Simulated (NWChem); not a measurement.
System: TeCl cation; SMILES Cl[Te+]

The following NWChem deck was run.

```
start job
memory heap 200 mb stack 900 mb global 1100 mb
charge 1
geometry units angstroms
  Te    -0.286315    -0.276357    -0.272834
  Cl     1.030485     0.994643     0.981966
end
basis spherical
  * library def2-svp
end
ecp
  Te library def2-ecp
end
dft
  xc pbe0
  iterations 150
end
driver
  maxiter 120
end
task dft optimize
dft
  grid fine
  convergence energy 1d-8 density 1d-7
end
task dft freq numerical
```

Excerpt of the output:

```
             Northwest Computational Chemistry Package (NWChem) 7.3.0
             --------------------------------------------------------

 ORDER OF PRIMARY AXIS IS BEING SET TO 4
 C4V symmetry detected

                             Geometry "geometry" -> ""
                             -------------------------

 Output coordinates in angstroms (scale by  1.889725989 to convert to a.u.)

  No.       Tag          Charge          X              Y              Z
 ---- ---------------- ---------- -------------- -------------- --------------
    1 Te                  52.0000     0.00000000     0.00000000    -0.54670822
    2 Cl                  17.0000     0.00000000     0.00000000     1.67228396

 Effective nuclear repulsion energy (a.u.)     210.8131308618

      Symmetry information
      --------------------

 Group name             C4v
 Group number             18
 Group order               8
 No. of unique centers     2

                                Z-matrix (autoz)
                                --------

 Units are Angstrom for bonds and degrees for angles

      Type          Name      I     J     K     L     M      Value
      ----------- --------  ----- ----- ----- ----- ----- ----------
    1 Stretch                  1     2                       2.21899

                           NWChem Geometry Optimization
                           ----------------------------

 maximum gradient threshold         (gmax) =   0.000450
 rms gradient threshold             (grms) =   0.000300
 maximum cartesian step threshold   (xmax) =   0.001800
 rms cartesian step threshold       (xrms) =   0.001200
 fixed trust radius                (trust) =   0.300000
 source of zmatrix                         =   autoz

          -------------------
          Energy Minimization
          -------------------

 Using diagonal initial Hessian
 Scaling for Hessian diagonals: bonds = 1.00  angles = 0.25  torsions = 0.10

          --------
          Step   0

                                 NWChem DFT Module
                                 -----------------

[...]

      ----------------------
      Optimization converged
      ----------------------

  Step       Energy      Delta E   Gmax     Grms     Xrms     Xmax
  ---- ---------------- -------- -------- -------- -------- --------
@    2    -727.53676090 -2.4D-05  0.00016  0.00016  0.00039  0.00068
                                     ok       ok       ok       ok

                                Z-matrix (autoz)
                                --------

 Units are Angstrom for bonds and degrees for angles

      Type          Name      I     J     K     L     M      Value     Gradient
      ----------- --------  ----- ----- ----- ----- ----- ---------- ----------
    1 Stretch                  1     2                       2.22295    0.00016

                         Geometry "geometry" -> "geometry"
                         ---------------------------------

 Output coordinates in angstroms (scale by  1.889725989 to convert to a.u.)

  No.       Tag          Charge          X              Y              Z
 ---- ---------------- ---------- -------------- -------------- --------------
    1 Te                  52.0000     0.00000000     0.00000000    -0.54868737
    2 Cl                  17.0000     0.00000000     0.00000000     1.67426311

 Effective nuclear repulsion energy (a.u.)     210.4377457655

      Symmetry information
      --------------------

 Group name             C4v
 Group number             18
 Group order               8
 No. of unique centers     2

                Final and change from initial internal coordinates
                --------------------------------------------------

                                Z-matrix (autoz)
                                --------

 Units are Angstrom for bonds and degrees for angles

[...]

 Rotational Constants
 --------------------
 A=   0.000000 cm-1  (  0.000000 K)
 B=   0.123818 cm-1  (  0.178143 K)
 C=   0.123818 cm-1  (  0.178143 K)

 Temperature                      =   298.15K
 frequency scaling parameter      =   1.0000

 Linear Molecule

 Zero-Point correction to Energy  =    0.701 kcal/mol  (  0.001117 au)
 Thermal correction to Energy     =    2.326 kcal/mol  (  0.003707 au)
 Thermal correction to Enthalpy   =    2.919 kcal/mol  (  0.004651 au)

 Total Entropy                    =   58.602 cal/mol-K
   - Translational                =   41.190 cal/mol-K (mol. weight = 164.8756)
   - Rotational                   =   16.730 cal/mol-K (symmetry #  =        1)
   - Vibrational                  =    0.682 cal/mol-K

 Cv (constant volume heat capacity) =    6.236 cal/mol-K
   - Translational                  =    2.979 cal/mol-K
   - Rotational                     =    1.986 cal/mol-K
   - Vibrational                    =    1.271 cal/mol-K

[normal modes left out]

 ----------------------------------------------------------------------------
 Normal Eigenvalue ||           Projected Infra Red Intensities
  Mode   [cm**-1]  || [atomic units] [(debye/angs)**2] [(KM/mol)] [arbitrary]
 ------ ---------- || -------------- ----------------- ---------- -----------
    1       -0.000 ||    0.001305           0.030         1.272       2.490
    2        0.000 ||    0.005657           0.131         5.515      10.799
    3        0.000 ||    0.006065           0.140         5.913      11.577
    4        0.000 ||    0.000582           0.013         0.568       1.112
    5        0.000 ||    0.004935           0.114         4.811       9.420
    6      490.459 ||    0.012889           0.297        12.565      24.602
 ----------------------------------------------------------------------------
```

Level: PBE0/def2-SVP with def2 effective core potentials on Te. def2 effective core potentials on Te; no spin-orbit coupling.
